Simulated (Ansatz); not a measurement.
Input and output for C2H7FInN (`C[N](C)[InH][F]`).

```yaml
crystal:
  periodic: [false, false, false]
  atoms:
    - {symbol: C, position_ang: [-1.219520, -1.038083, 0.236723]}
    - {symbol: N, position_ang: [0.120168, -0.007488, 0.054705]}
    - {symbol: C, position_ang: [1.206010, -0.410686, 0.438601]}
    - {symbol: In, position_ang: [-0.071572, 1.660405, -0.959094]}
    - {symbol: F, position_ang: [-2.118688, 1.755705, -1.745553]}
    - {symbol: H, position_ang: [-1.361927, -1.065405, 1.388337]}
    - {symbol: H, position_ang: [-0.813387, -1.881487, -0.047842]}
    - {symbol: H, position_ang: [-1.810265, -0.435594, -0.236869]}
    - {symbol: H, position_ang: [1.251564, -0.662824, 1.849603]}
    - {symbol: H, position_ang: [2.114165, 0.266581, 0.386247]}
    - {symbol: H, position_ang: [1.522184, -1.433978, 0.144599]}
    - {symbol: H, position_ang: [0.911073, 2.965050, -1.470743]}
basis:
  gaussian: {orbitals: def2-SVPD, fitting: {mean_field: cc-pVTZ-jkfit}, final_grid: {core_spheres: 20, valence_spheres: 16, degree: 47}}
magnetization: {spin_polarized: false, initial_magnetization: 2}
hamiltonian: {xc: {name: r2SCANh}}
```

```sh
$ ansatz run in.yaml --threads 4 --pin off --events-out ev --progress --plain --max-ram 10444MiB
```

Output, abridged:

```
Functional definition: r2SCANh
Error: <dir> the basis set cc-pVTZ-JKFIT has no functions for In
```
